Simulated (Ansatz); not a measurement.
Ansatz (a program for electronic structure) input for Mg(OH)(NMe2) (C2H7MgNO), SMILES C[N](C)[Mg][OH], PBE0-D3(BJ)/def2-SVP. 

Ansatz 0.2 input:
```yaml
crystal:
  periodic: [false, false, false]
  atoms:
    - {symbol: Mg, position_ang: [0.28147672, 0.62761876, -1.05033276]}
    - {symbol: O, position_ang: [1.84833465, 0.96445225, -0.42726449]}
    - {symbol: H, position_ang: [2.70811981, 1.36121253, -0.51065009]}
    - {symbol: N, position_ang: [-0.91404651, -0.40608167, 0.07723070]}
    - {symbol: C, position_ang: [-1.20450153, 0.26277459, 1.31600495]}
    - {symbol: C, position_ang: [-0.41296852, -1.73003034, 0.32796443]}
    - {symbol: H, position_ang: [-1.96895786, -0.30891800, 1.85830541]}
    - {symbol: H, position_ang: [-0.32644291, 0.35470864, 1.97554757]}
    - {symbol: H, position_ang: [-1.59355224, 1.26131570, 1.10834611]}
    - {symbol: H, position_ang: [0.50487911, -1.73840918, 0.93775689]}
    - {symbol: H, position_ang: [-1.17697843, -2.30262324, 0.86996464]}
    - {symbol: H, position_ang: [-0.20831944, -2.22822328, -0.62159277]}
basis:
  gaussian:
    orbitals: def2-SVP
hamiltonian:
  xc: pbe0
  dispersion: d3bj
relax: {f_tol: 0.002, max_steps: 200}
```

Output:

```
[...]
these checks for a lower state are left out or cut short: starts, cluster_reference, orbital_swaps, neighbouring_geometries, increment
integrals: 0.07 GiB planned
1169 factors; integrals over basis functions are off by at most 5.8e-4 eV
mean field: 0.43 GiB planned
mean field -11154.74083172 eV, -409.9291646107 hartree, gradient 2.2e-5 eV, S^2 0.000000; 0 other end points of the search recorded, 0 dependent functions left out
the calculation of the forces begins
reference -11154.74086540 eV, -409.9291658485 hartree; 23, 23 occupied and 86, 86 virtual orbitals, 1169 factors
relax step  10: F+E_penalty+E_count = -11154.92733975 eV  Δ(F+E_penalty+E_count) = +3.250e-1 eV  max|allowed force component| = 1.735e0 eV/Å  Δτ_max = 0.1922 Å  (30 SCF iters, rejected (line search))
these checks for a lower state are left out or cut short: starts, cluster_reference, orbital_swaps, neighbouring_geometries, increment
integrals: 0.07 GiB planned
1169 factors; integrals over basis functions are off by at most 4.8e-4 eV
mean field: 0.43 GiB planned
mean field -11155.07777805 eV, -409.9415471601 hartree, gradient 2.4e-5 eV, S^2 0.000000; 0 other end points of the search recorded, 0 dependent functions left out
the calculation of the forces begins
reference -11155.07781180 eV, -409.9415484003 hartree; 23, 23 occupied and 86, 86 virtual orbitals, 1169 factors
relax step  11: F+E_penalty+E_count = -11155.26514020 eV  Δ(F+E_penalty+E_count) = -1.284e-2 eV  max|allowed force component| = 1.014e-1 eV/Å  Δτ_max = 0.0877 Å  (31 SCF iters, accepted)
these checks for a lower state are left out or cut short: starts, cluster_reference, orbital_swaps, neighbouring_geometries, increment
integrals: 0.07 GiB planned
1169 factors; integrals over basis functions are off by at most 5.1e-4 eV
mean field: 0.43 GiB planned
mean field -11155.07708985 eV, -409.9415218693 hartree, gradient 2.2e-5 eV, S^2 0.000000; 0 other end points of the search recorded, 0 dependent functions left out
the calculation of the forces begins
reference -11155.07712354 eV, -409.9415231071 hartree; 23, 23 occupied and 86, 86 virtual orbitals, 1169 factors
relax step  12: F+E_penalty+E_count = -11155.26439786 eV  Δ(F+E_penalty+E_count) = +7.423e-4 eV  max|allowed force component| = 1.530e-1 eV/Å  Δτ_max = 0.0721 Å  (30 SCF iters, rejected (line search))
these checks for a lower state are left out or cut short: starts, cluster_reference, orbital_swaps, neighbouring_geometries, increment
integrals: 0.07 GiB planned
1169 factors; integrals over basis functions are off by at most 4.9e-4 eV
mean field: 0.43 GiB planned
mean field evaluation 96: about -11154.9992 eV, gradient 1.9e0 eV
mean field -11155.07873368 eV, -409.9415822789 hartree, gradient 2.2e-5 eV, S^2 0.000000; 0 other end points of the search recorded, 0 dependent functions left out
the calculation of the forces begins
reference -11155.07876740 eV, -409.9415835182 hartree; 23, 23 occupied and 86, 86 virtual orbitals, 1169 factors
relax step  13: F+E_penalty+E_count = -11155.26601754 eV  Δ(F+E_penalty+E_count) = -8.773e-4 eV  max|allowed force component| = 9.447e-2 eV/Å  Δτ_max = 0.0361 Å  (30 SCF iters, accepted)
these checks for a lower state are left out or cut short: starts, cluster_reference, orbital_swaps, neighbouring_geometries, increment
integrals: 0.07 GiB planned
1169 factors; integrals over basis functions are off by at most 4.9e-4 eV
mean field: 0.43 GiB planned
mean field -11155.07914334 eV, -409.9415973335 hartree, gradient 2.2e-5 eV, S^2 0.000000; 0 other end points of the search recorded, 0 dependent functions left out
the calculation of the forces begins
reference -11155.07917702 eV, -409.9415985714 hartree; 23, 23 occupied and 86, 86 virtual orbitals, 1169 factors
relax step  14: F+E_penalty+E_count = -11155.26645555 eV  Δ(F+E_penalty+E_count) = -4.380e-4 eV  max|allowed force component| = 5.226e-2 eV/Å  Δτ_max = 0.0257 Å  (31 SCF iters, accepted)
these checks for a lower state are left out or cut short: starts, cluster_reference, orbital_swaps, neighbouring_geometries, increment
integrals: 0.07 GiB planned
1169 factors; integrals over basis functions are off by at most 4.9e-4 eV
mean field: 0.43 GiB planned
mean field -11155.07961903 eV, -409.9416148149 hartree, gradient 2.2e-5 eV, S^2 0.000000; 0 other end points of the search recorded, 0 dependent functions left out
the calculation of the forces begins
reference -11155.07965270 eV, -409.9416160520 hartree; 23, 23 occupied and 86, 86 virtual orbitals, 1169 factors
relax step  15: F+E_penalty+E_count = -11155.26693480 eV  Δ(F+E_penalty+E_count) = -4.792e-4 eV  max|allowed force component| = 5.138e-3 eV/Å  Δτ_max = 0.0270 Å  (32 SCF iters, accepted)
these checks for a lower state are left out or cut short: starts, cluster_reference, orbital_swaps, neighbouring_geometries, increment
integrals: 0.07 GiB planned
1169 factors; integrals over basis functions are off by at most 5.0e-4 eV
mean field: 0.44 GiB planned
mean field -11155.07965737 eV, -409.9416162239 hartree, gradient 2.2e-5 eV, S^2 0.000000; 0 other end points of the search recorded, 0 dependent functions left out
the calculation of the forces begins
reference -11155.07969103 eV, -409.9416174608 hartree; 23, 23 occupied and 86, 86 virtual orbitals, 1169 factors
relax step  16: F+E_penalty+E_count = -11155.26697719 eV  Δ(F+E_penalty+E_count) = -4.240e-5 eV  max|allowed force component| = 1.360e-3 eV/Å  Δτ_max = 0.0126 Å  (32 SCF iters, accepted)
these checks for a lower state are left out or cut short: starts, cluster_reference, orbital_swaps, neighbouring_geometries, increment
integrals: 0.07 GiB planned
1169 factors; integrals over basis functions are off by at most 5.0e-4 eV
mean field: 0.43 GiB planned
mean field evaluation 128: about -11155.0797 eV, gradient 9.8e-4 eV
mean field -11155.07965870 eV, -409.9416162726 hartree, gradient 2.2e-5 eV, S^2 0.000000; 0 other end points of the search recorded, 0 dependent functions left out
the calculation of the forces begins
reference -11155.07969236 eV, -409.9416175095 hartree; 23, 23 occupied and 86, 86 virtual orbitals, 1169 factors
relax step  17: F+E_penalty+E_count = -11155.26698385 eV  Δ(F+E_penalty+E_count) = -6.655e-6 eV  max|allowed force component| = 2.476e-2 eV/Å  Δτ_max = 0.0157 Å  (30 SCF iters, accepted)
these checks for a lower state are left out or cut short: starts, cluster_reference, orbital_swaps, neighbouring_geometries, increment
integrals: 0.07 GiB planned
1169 factors; integrals over basis functions are off by at most 5.0e-4 eV
mean field: 0.43 GiB planned
mean field -11155.07967323 eV, -409.9416168067 hartree, gradient 9.8e-6 eV, S^2 0.000000; 0 other end points of the search recorded, 0 dependent functions left out
the calculation of the forces begins
reference -11155.07970689 eV, -409.9416180436 hartree; 23, 23 occupied and 86, 86 virtual orbitals, 1169 factors
relax step  18: F+E_penalty+E_count = -11155.26699111 eV  Δ(F+E_penalty+E_count) = -7.264e-6 eV  max|allowed force component| = 9.092e-3 eV/Å  Δτ_max = 0.0045 Å  (24 SCF iters, accepted)
these checks for a lower state are left out or cut short: starts, cluster_reference, orbital_swaps, neighbouring_geometries, increment
integrals: 0.07 GiB planned
1169 factors; integrals over basis functions are off by at most 5.0e-4 eV
mean field: 0.43 GiB planned
mean field -11155.07967944 eV, -409.9416170348 hartree, gradient 1.1e-5 eV, S^2 0.000000; 0 other end points of the search recorded, 0 dependent functions left out
the calculation of the forces begins
reference -11155.07971310 eV, -409.9416182717 hartree; 23, 23 occupied and 86, 86 virtual orbitals, 1169 factors
relax step  19: F+E_penalty+E_count = -11155.26699706 eV  Δ(F+E_penalty+E_count) = -5.949e-6 eV  max|allowed force component| = 1.104e-3 eV/Å  Δτ_max = 0.0039 Å  (24 SCF iters, accepted)
these checks for a lower state are left out or cut short: starts, cluster_reference, orbital_swaps, neighbouring_geometries, increment
integrals: 0.07 GiB planned
1169 factors; integrals over basis functions are off by at most 5.0e-4 eV
mean field: 0.43 GiB planned
mean field -11155.07968373 eV, -409.9416171923 hartree, gradient 9.2e-6 eV, S^2 0.000000; 0 other end points of the search recorded, 0 dependent functions left out
the calculation of the forces begins
reference -11155.07971738 eV, -409.9416184293 hartree; 23, 23 occupied and 86, 86 virtual orbitals, 1169 factors
relax step  20: F+E_penalty+E_count = -11155.26699829 eV  Δ(F+E_penalty+E_count) = -1.230e-6 eV  max|allowed force component| = 3.113e-3 eV/Å  Δτ_max = 0.0060 Å  (24 SCF iters, accepted)
these checks for a lower state are left out or cut short: starts, cluster_reference, orbital_swaps, neighbouring_geometries, increment
integrals: 0.07 GiB planned
1169 factors; integrals over basis functions are off by at most 5.0e-4 eV
mean field: 0.43 GiB planned
mean field -11155.07968015 eV, -409.9416170608 hartree, gradient 3.7e-5 eV, S^2 0.000000; 0 other end points of the search recorded, 0 dependent functions left out
the calculation of the forces begins
reference -11155.07971381 eV, -409.9416182978 hartree; 23, 23 occupied and 86, 86 virtual orbitals, 1169 factors
relax step  21: F+E_penalty+E_count = -11155.26699908 eV  Δ(F+E_penalty+E_count) = -7.912e-7 eV  max|allowed force component| = 2.441e-3 eV/Å  Δτ_max = 0.0008 Å  (20 SCF iters, accepted)
these checks for a lower state are left out or cut short: starts, cluster_reference, orbital_swaps, neighbouring_geometries, increment
integrals: 0.07 GiB planned
1169 factors; integrals over basis functions are off by at most 5.0e-4 eV
mean field: 0.44 GiB planned
mean field -11155.07968063 eV, -409.9416170785 hartree, gradient 3.2e-5 eV, S^2 0.000000; 0 other end points of the search recorded, 0 dependent functions left out
the calculation of the forces begins
reference -11155.07971429 eV, -409.9416183154 hartree; 23, 23 occupied and 86, 86 virtual orbitals, 1169 factors
relax step  22: F+E_penalty+E_count = -11155.26699959 eV  Δ(F+E_penalty+E_count) = -5.096e-7 eV  max|allowed force component| = 1.049e-4 eV/Å  Δτ_max = 0.0005 Å  (20 SCF iters, accepted)
integrals: 0.07 GiB planned
1169 factors; integrals over basis functions are off by at most 5.0e-4 eV
mean field: 0.44 GiB planned
mean field evaluation 160: about -11106.4416 eV, gradient 1.5e2 eV
mean field -11155.07968063 eV, -409.9416170785 hartree, gradient 3.2e-5 eV, S^2 0.000000; 1 other end points of the search recorded, 0 dependent functions left out
the calculation of the forces begins
reference -11155.07971429 eV, -409.9416183154 hartree; 23, 23 occupied and 86, 86 virtual orbitals, 1169 factors
Total energy: -11155.26703325 eV, -409.9485021604 hartree
Atom 0 at     0.963094     0.579548    -0.381579 Å, force    -0.000001     0.000007    -0.000016 eV/Å
Atom 1 at     2.164941     1.508448    -1.276432 Å, force     0.000007     0.000056    -0.000004 eV/Å
Atom 2 at     2.811472     2.009819    -1.759454 Å, force     0.000054    -0.000022    -0.000009 eV/Å
Atom 3 at    -0.334123    -0.423311     0.584605 Å, force    -0.000105    -0.000066     0.000044 eV/Å
Atom 4 at    -1.286887     0.149194     1.494701 Å, force    -0.000011    -0.000007     0.000077 eV/Å
Atom 5 at    -0.485455    -1.849196     0.496590 Å, force    -0.000024    -0.000089    -0.000008 eV/Å
Atom 6 at    -2.340095    -0.044584     1.192122 Å, force     0.000029    -0.000010    -0.000036 eV/Å
Atom 7 at    -1.186619    -0.249772     2.528682 Å, force     0.000030     0.000047     0.000024 eV/Å
Atom 8 at    -1.177243     1.245840     1.568440 Å, force    -0.000024    -0.000030    -0.000043 eV/Å
Atom 9 at    -0.341191    -2.357735     1.475837 Å, force     0.000068     0.000030    -0.000045 eV/Å
Atom 10 at    -1.494626    -2.152834     0.139199 Å, force     0.000029     0.000049    -0.000018 eV/Å
Atom 11 at     0.243776    -2.297618    -0.201430 Å, force    -0.000053     0.000035     0.000036 eV/Å
Dipole moment:     0.086188     0.067226    -0.064811 e Å
```

The run converged.

Cost: roughly 70 core-seconds.
